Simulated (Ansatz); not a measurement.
Conformers of `CO[SiH2][SiH2]O`, each relaxed with PBE0-D4/def2-TZVP in Ansatz. CBS adds the triple-zeta coupled-cluster correction to the MP2 limit.

Not all of them had a frequency check.

Conformer A:

Z-matrix (Å, degrees):
```
C
O 1 1.409
H 1 1.096 2 111.4
H 1 1.091 2 108.3 3 119.3
H 1 1.096 2 111.4 3 -121.3
Si 2 1.648 1 122.6 3 62.6
Si 6 2.349 2 106.9 1 178.6
H 6 1.495 2 110.4 1 56.1
H 6 1.498 2 110.5 1 -60.8
O 7 1.656 6 111.0 2 172.2
H 7 1.484 6 111.3 2 -70.7
H 7 1.492 6 109.0 2 49.2
H 10 0.958 7 117.4 6 -62.3
```

Conformer B:

```xyz
13

C     0.830    2.048   -1.414
O     0.770    0.795   -0.774
Si   -0.532    0.317    0.118
Si   -0.004   -1.830    0.889
O    -1.308   -2.317    1.785
H     0.767    2.870   -0.690
H     0.020    2.164   -2.144
H     1.784    2.121   -1.939
H    -0.773    1.269    1.243
H    -1.769    0.320   -0.720
H     1.241   -1.811    1.711
H     0.247   -2.760   -0.251
H    -1.273   -3.185    2.187
```

Q: Which is lowest in electronic energy at CCSD(T)/CBS (frozen core, def2 sets), and by how much? (An estimate is asked.)

A: Computed: B; A lies 1.8 kJ/mol higher. Gaps under about 2 kJ/mol don't settle the order.

Q: Give the energies relative to B (kJ/mol) with r2SCAN-D4/def2-TZVPP, PBE0-D4/def2-TZVPP, ωB97X-V/def2-TZVPP, B3LYP/def2-TZVPP, MP2/def2-TZVPP, HF/CBS(def2), CCSD/CBS(def2). (An estimate is asked.)

A: Ansatz gave: 
| level | A |
| --- | --- |
| r2SCAN-D4/def2-TZVPP | 0.6 |
| PBE0-D4/def2-TZVPP | 1.2 |
| ωB97X-V/def2-TZVPP | 1.9 |
| B3LYP/def2-TZVPP | 1.5 |
| MP2/def2-TZVPP | 2.2 |
| HF/CBS(def2) | 2.9 |
| CCSD/CBS(def2) | 2.2 |

B3LYP here is the variant with VWN-RPA as its local correlation; programs differ in this.
